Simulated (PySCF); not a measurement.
PySCF 2.14 output of an unrestricted B3LYP calculation on a single atom or ion in x2c-QZVPPall with one added diffuse shell each of s, p, d, f, g type (12s8p7d5f3g, 133 functions), with the spin-free X2C one-electron Hamiltonian (Gaussian nucleus):

```
SCF conv_tol = 1e-09
number electrons alpha = 14  beta = 11
    P. J. Stephens, F. J. Devlin, C. F. Chabalowski, and M. J. Frisch.,  J. Phys. Chem. 98, 11623 (1994)
cycle= 1 E= -1518.36972011011  delta_E= -0.0141  |g|= 0.0474  |ddm|= 0.0845
cycle= 2 E= -1518.36971613573  delta_E= 3.97e-06  |g|= 0.0536  |ddm|= 0.0277
cycle= 3 E= -1518.37009312679  delta_E= -0.000377  |g|= 0.00239  |ddm|= 0.014
cycle= 4 E= -1518.37009374907  delta_E= -6.22e-07  |g|= 0.000171  |ddm|= 0.000548
cycle= 5 E= -1518.37009375764  delta_E= -8.56e-09  |g|= 3.01e-05  |ddm|= 8.1e-05
cycle= 6 E= -1518.37009375785  delta_E= -2.2e-10  |g|= 1.75e-06  |ddm|= 1.46e-05
converged SCF energy = -1518.37009375785  <S^2> = 3.7512098  2S+1 = 4.0006049
```

The run itself started from symmetry-adapted Hartree-Fock orbitals and held the occupation by maximum overlap, on a logarithmic radial grid, so the iterations belong to that start.

Question: Which element, charge and spin multiplicity is this?

Answer: Ni³⁺ (nickel, charge +3), multiplicity 4; the state was [Ar] 3d7, high-spin 4F determinant.
